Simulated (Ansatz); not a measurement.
Reaction (formal hydrolysis of a C–N bond): `FC(F)N[SiH3]` + H₂O → `OC(F)F` + `N[SiH3]`

Calculated with Ansatz (gas phase, PBE0-D4/def2-TZVP geometries, no zero-point term in ΔE). CBS: MP2 limit from def2 TZ/QZ plus the TZ coupled-cluster correction, frozen cores. This one scheme is used for every species. DFT in def2-TZVPP. B3LYP here is the variant with VWN-RPA as its local correlation; programs differ in this. Each species was taken in one conformer, which may not be the lowest.

**Question.** Is it downhill or uphill in electronic energy at CCSD(T)/CBS, and by how much? (An estimate is asked.)

**Answer.** Ansatz gave: Nearly level: ΔE = -1.3 kJ/mol.

**Question.** What do these levels give: B3LYP-D4, B2PLYP, r2SCAN, CCSD(T)/def2-TZVPP, MP2/def2-QZVPP, HF/CBS(def2)? (Estimate.)

**Answer.** The calculation gave: B3LYP-D4 -5.8, B2PLYP -9.1, r2SCAN -10.4, CCSD(T)/def2-TZVPP -5.6, MP2/def2-QZVPP -0.3, HF/CBS(def2) -16.9 kJ/mol.

Largest T1 diagnostic among the species: 0.012.

In def2-TZVPP, CCSD(T) changes the Hartree–Fock value by +12.2 kJ/mol (the triples alone add +1.0 kJ/mol) and MP2 by +14.7 kJ/mol. The D4 term adds +6.2 kJ/mol with B3LYP and +3.5 kJ/mol with PBE0; it sums over pairs of atoms, weighted by their polarisabilities, and B3LYP, whose exchange is more repulsive, gets the larger term.
